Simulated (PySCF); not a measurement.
**B2H9N5**

B2H9N5 is a molecule drawn as a unit of a network glass or zeolite (built as: B3 B3, NH2 ends, N bridges), neutral, singlet. The structure, one conformer, was relaxed in the gas phase by PBE0-D3(BJ)/def2-SVP. No frequency run checks that it is a minimum.

SMILES: NB(N)NB(N)N

```xyz
16

N     2.117    1.588   -0.077
B     0.991    0.810    0.330
N     0.737    0.578    1.721
N     0.112    0.252   -0.668
B    -0.921   -0.747   -0.538
N    -1.837   -0.956   -1.614
N    -1.024   -1.521    0.661
H     2.472    1.565   -1.022
H     2.775    1.979    0.581
H    -0.205    0.351    2.014
H     1.272    1.050    2.436
H     0.243    0.613   -1.605
H    -1.961   -0.278   -2.352
H    -2.593   -1.623   -1.563
H    -1.669   -2.293    0.739
H    -0.209   -1.616    1.254
```
(Å; atoms numbered from 1)

Shieldings: GIAO PBE0/pcSseg-1. Shifts are against computed references at the same level: H TMS (σ 31.27 ppm). Core levels by delta-SCF with SCAN, pcX-2 on the ionised atom and pcseg-1 elsewhere, spin-free X2C; from the vacuum level, for chosen atoms.

**Question.** Give the NMR and core-level values of the distinct atoms.

**Answer.** 
| atoms | bonded to | σ (ppm) | δ (ppm) | core level (eV) |
| --- | --- | --- | --- | --- |
| N1 N6 | 1 B + 2 H | 217.3 | - | 1s 404.29 |
| B2 B5 | 3 N | 77.3 | - | 1s 195.54 |
| N3 N7 | 1 B + 2 H | 215.0 | - | 1s 404.11 |
| N4 | 2 B + 1 H | 187.9 | - | 1s 403.56 |
| H8 H13 | 1 N | 30.17 | 1.10 | - |
| H9 H14 | 1 N | 30.10 | 1.17 | - |
| H10 H16 | 1 N | 29.16 | 2.10 | - |
| H11 H15 | 1 N | 30.06 | 1.20 | - |
| H12 | 1 N | 29.59 | 1.68 | - |

Values are those of this one static structure; atoms that internal rotation interchanges would show their mean in an NMR spectrum.

**Question.** Which of N4, N6, N7 holds its core electrons tightest, and by how much against the loosest?

**Answer.** N6 (bonded to 1 B + 2 H), by 0.73 eV over N4 (bonded to 2 B + 1 H).

**Question.** By CAM-B3LYP/def2-SVPD (TDDFT singlets, Tamm-Dancoff triplets, ionisation by delta-SCF), where does absorption start, and what does vertical ionisation take?

**Answer.** The lowest singlet lies at 5.82 eV (f 0.010), the strongest of the first 6 at 7.11 eV (f 0.047), the lowest triplet at 5.66 eV; vertical ionisation takes 8.65 eV.
